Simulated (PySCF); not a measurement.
# Dipole moment and polarisability of `[SiH3]Oc1ccoc1`

C4H6O2Si.
Structure used (GFN2-xTB), in Å, numbered top down from 1:
```
atom  x, y, z in Å
Si1    2.359    0.305    0.353
O2     1.100   -0.707    0.146
C3    -0.216   -0.481    0.027
C4    -0.898    0.766    0.046
C5    -2.215    0.466   -0.112
O6    -2.394   -0.857   -0.225
C7    -1.180   -1.436   -0.141
H8     3.424   -0.682    0.392
H9     2.463    1.244   -0.767
H10    2.215    1.071    1.594
H11   -0.449    1.731    0.161
H12   -3.089    1.084   -0.157
H13   -1.126   -2.503   -0.212
```

Level: CAM-B3LYP/def2-SVPD (PySCF), static field, nuclei fixed, core orbitals frozen in the response. The polarisability tensor in these axes (au):

```
x   92.27  1.22  3.86
y    1.22 77.94  1.71
z    3.86  1.71 56.38
```

Problem. Give the principal values, the mean and the anisotropy Δα = √{½[(α1 − α2)² + (α2 − α3)² + (α1 − α3)²]}.

Solution. Principal values 55.86, 77.92 and 92.82 au; mean 75.53 au = 11.19 Å³ = 12.45 × 10⁻⁴⁰ C²·m²/J; Δα = 32.20 au (43 % of the mean).

Problem. What is the dipole moment, and where does it point?

Solution. (0.56, 1.24, 0.15) D, 1.37 D in size, pointing from the negative to the positive side. Measured along this direction, the outermost atoms are H13 at the negative end and H10 and H9 at the positive end.

Problem. Find the Langevin capture rate constant for H3+ (3.023 u) meeting this molecule (114.014 u), k = 2.342 × 10⁻⁹ cm³/s × √(α in Å³ / reduced mass in u).

Solution. The reduced mass is 2.95 u, so k = 4.57 × 10⁻⁹ cm³/s. The formula leaves out the permanent dipole, which adds to the capture rate.

Problem. Refractivity n − 1 of an ideal gas of it at 500 K and 1 atm, from the electronic α?

Solution. N = p/kT = 1.4678 × 10¹⁹ cm⁻³, so n − 1 = 2π × N × 11.19 × 10⁻²⁴ cm³ = 1032 × 10⁻⁶ at long wavelengths.

Problem. What molar refraction does this α imply?

Solution. Lorentz–Lorenz: R = (4π/3)N_A α = 2.5225 cm³/(mol·Å³) × 11.19 Å³ = 28.2 cm³/mol, in the limit of long wavelengths.

Problem. Orientational against electronic polarisability at 500 K (dilute gas, rigid molecules)?

Solution. In Gaussian units μ²/3kT = 9.10 Å³ against 11.19 Å³, a ratio of 0.81; the Debye molar polarisation (4π/3)N_A(α + μ²/3kT) is 51.2 cm³/mol, leaving out the vibrational part.

Problem. What depolarisation ratio follows for Rayleigh scattering of linearly polarised light, taking the static tensor?

Solution. ρ = 3Δα²/(45ᾱ² + 4Δα²) = 3111.0/(256724 + 4148.0) = 0.0119.

Geometry: GFN2-xTB, one conformer, isolated molecule.

The run behind these numbers computed excited states as well. On one thread of an Arm Neoverse V1, on a shared host, this took 31 s of wall time.
